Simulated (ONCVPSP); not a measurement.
**cadmium (Cd): one change to an ONCV potential, before and after**

```json
{"Element": "Cd", "Generator": "ONCVPSP 4.0.1", "Type": "optimised norm-conserving Vanderbilt (ONCV)", "Functional": "PBE", "Relativity": "scalar-relativistic", "Frozen core": "[Ar] 3d10", "Valence charge": "20", "Reference configuration": "4s2 4p6 4d10 5s2", "Partial waves": "4s+5s: rc 1.45 bohr, ncon 3, nbas 6, qcut 9.7 1/bohr, 2 projectors; 4p: rc 1.40 bohr, ncon 4, nbas 9, qcut 10 1/bohr, 1 projector; 4d: rc 1.50 bohr, ncon 4, nbas 9, qcut 12.7 1/bohr, 3 projectors, debl 2.2 Ha", "Local potential": "polynomial inside 1.10 bohr (lpopt 4, dvloc0 4 Ha)", "Core correction": "none"}
```

Change: all radii scaled by about 1.05 (s 1.52, p 1.48, d 1.58 bohr); local potential polynomial inside 1.16 bohr (lpopt 4, dvloc0 4 Ha).

Cutoffs: the cutoffs (Ha) at which the residual kinetic energy of the hardest occupied pseudo-wave falls to 1 and 0.1 mHa per electron; they do not see the model core or the augmentation charge, which bear on the density cutoff. Errors are all-electron minus pseudo energies relative to the spin-unpolarised reference configuration.

Question: What does the change do?

Answer: The potential gets neither clearly harder nor softer (41 Ha and 49 Ha → 40 Ha and 48 Ha); the d channel sets the loose cutoff, while the largest relative change is in p, which becomes softer; the errors of the 4 common tests hardly move; neither file shows a bound ghost.

```tsv
quantity	base	changed
cutoff, loose	41 Ha	40 Ha
cutoff, tight	49 Ha	48 Ha
loose cutoff by channel	s 32 Ha, p 28 Ha, d 41 Ha	s 28 Ha, p 20 Ha, d 40 Ha
bound ghosts	none	none
GHOST(+) flags under 300 eV	none	none
error for 4s2 4p6 4d10 5s1, meV [ΔE 9.27 eV]	-1.6	-1.7
error for 4s2 4p6 4d10 5s0, meV [ΔE 26.40 eV]	-5.0	-5.3
error for 4s2 4p6 4d9 5s0, meV [ΔE 64.41 eV]	-8.9	-9.0
error for 4s2 4p5 4d10 5s2, meV [ΔE 74.20 eV]	-65	-74
```
